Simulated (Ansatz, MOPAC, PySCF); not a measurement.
Donor–acceptor adduct: GaH2I (SMILES [GaH2][I]) (first 4 atoms) with H2O (SMILES O); geometry from B3LYP-D3(BJ)/def2-TZVP, rigid monomers moved along the line of their centres of mass till Ga1···O5 is 2.94 Å.
(charge 0, multiplicity 1):
```tsv
atom	x (Å)	y (Å)	z (Å)
Ga	-0.0273	-1.2065	1.5089
I	-0.1618	1.0681	0.2849
H	1.3965	-1.8371	1.4839
H	-1.4106	-1.9196	1.6619
O	0.0235	-0.3406	4.3152
H	0.1880	0.5882	4.0833
H	-0.8479	-0.3666	4.7328
```

Interaction energies are E(AB) − E(A) − E(B) at the monomers' geometry in the complex; basis-set methods are counterpoise corrected.

Frozen-core correlation. Filled d and f shells under p-block atoms count as core. The state that AM1, PM3 reach isn't checked.

Codes used: Ansatz (a program for electronic structure) with Gaussian orbitals; MOPAC for AM1, PM3 (differences of heats of formation); PySCF for the dispersion terms. Values without a source in brackets are computed. In def2 rows elements past Kr take small-core potentials, without spin–orbit coupling.

```csv
level,interaction energy (meV)
AM1,-438.2
PM3,-898.5
HF/def2-SVPD,-350.8
HF/def2-TZVPPD,-344.1
r2SCAN/def2-TZVPPD,-411.0
r2SCAN-D3(BJ)/def2-TZVPPD,…
wB97M-V/def2-TZVPPD,-412.0
SCS-MP2/def2-TZVPPD,-374.2
CCSD(T)/def2-SVPD,-376.4
```

Fill in the missing entries.


- r2SCAN-D3(BJ)/def2-TZVPPD, interaction energy (meV): -426.0
